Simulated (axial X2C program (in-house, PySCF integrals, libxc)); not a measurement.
# Density and ELF of LiV

Calculated with an axial X2C code built on PySCF integrals. Two-component (2c) means X2C with spin–orbit coupling and atomic mean-field two-electron Coulomb and Gaunt terms. Basis: V dyall-cv3z [10s10p6d4f2g], Li dyall-cv3z [7s8p2d] (cores contracted in-house); Gaussian nuclei, density fitting, unrestricted open shells. Masses: V 50.944 u, Li 7.016 u.

PBE0, with spin–orbit coupling, state Ω = 4 (⟨Sz⟩ = 2.00, ⟨Lz⟩ = 2.00 at PBE0); V at z = 0, Li at z = 2.659 Å.

The maps cover the half plane through the axis: z from -2.4 to 4.8 Å along the bond, ρ from 0.15 to 2.25 Å away from it (steps of 0.3 Å, the bottom row nearest the axis).

log10 of the density in e/bohr³:

digits 0 to 9 span -4.15 to 1.40 evenly
```
0011122222222222211110000
0111222222222222222111000
0112223333333332222211100
1122333343333333322221110
1122334444444333332221110
1223345565544433333222111
1223456777654444555322111
1223456898654445786422111
```

Electron localisation function (collinear form, no current term, damped to 0 at low density):

digits 0 to 9 span 0.00 to 1.00 evenly
```
0001233333445677776421000
0012333333456789998753100
0012333222356899999875200
0112222111246899876787520
0112222111135886100036631
0011123454224760000003641
0011126878523620698000552
0000137484733611999500452
```

Axial spin density in 10⁻³ e/bohr³:

digits 0 to 9 span -9.68 to 9.68 evenly, values beyond are clipped
```
5555555555555444444444444
5555555555555544444444444
5555566666655544444444444
5555678898776554444444444
5556799999997654444444444
5556899999999755444444444
5557999999999865555444444
5557999999999965405444444
```

The state is one determinant whose occupation by symmetry is held fixed; it was picked as the lowest of a PBE0 search that is not exhaustive. Density functionals use the spin component along the axis (collinear). Other states lie close and PBE0, whose exact exchange favours high spin, may order them wrongly; the determinant shown need not be the ground state. The nearest other spin-free determinant of the search, M_S = 2, Λ = 1, lies 0.04 eV up at the distance of the search. The functionals have no current-density term, which raises determinants with orbital currents, atoms included. With several unpaired electrons one determinant need not be a pure state. A state of lower Ω lies just above, and one determinant can place such states too high, so the state shown need not be the lowest. The search has Ω = 1 only 0.01 eV up. Open-shell Ω = 0 determinants with evenly filled partner blocks cannot be reached by this program, so the Ω shown need not be the lowest component. The determinant is spin-polarised beyond a pure state at some levels (its spin-free form has ⟨S²⟩ too high), which makes Re and μ there less reliable.
